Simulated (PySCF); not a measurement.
Ge(F)3(NCO) (CF3GeNO), SMILES O=C=[N][Ge]([F])([F])[F].

Geometry optimised at B3LYP-D3(BJ)/def2-SVP. This is a generated structure with no PubChem entry under its InChIKey; it may be hypothetical. One conformer was computed; it need not be the lowest.

Two levels are set side by side: TDA-PBE/def2-SVPD (PySCF) and TDA-LC-ωPBE/def2-SVPD (PySCF). Vertical, same geometry. The lowest singlet is HOMO→LUMO 99 % with PBE and HOMO→LUMO+1 49 %, HOMO→LUMO 33 %, HOMO→LUMO+3 8 % with the other functional; states are paired by order. Differences are taken from unrounded values.

```csv
quantity,TDA-PBE
lowest singlet excitation (eV),5.92
lowest triplet excitation (TDA) (eV),5.60
```

Q: These are the TDA-PBE values. What does TDA-LC-ωPBE give? (The exact figures need the calculation; the answer reports its results.)

A: 
```tsv
quantity	TDA-LC-ωPBE	TDA-PBE minus TDA-LC-ωPBE
lowest singlet excitation (eV)	7.16	-1.24
lowest triplet excitation (TDA) (eV)	6.54	-0.94
```

Functionals without exact exchange tend to place singlet excitations lower, as here. Differences between two approximate levels are no errors against the true value.

Rough cost on one machine, each run with all the roots and properties that it gave: TDA-LC-ωPBE against TDA-PBE about 3 times.
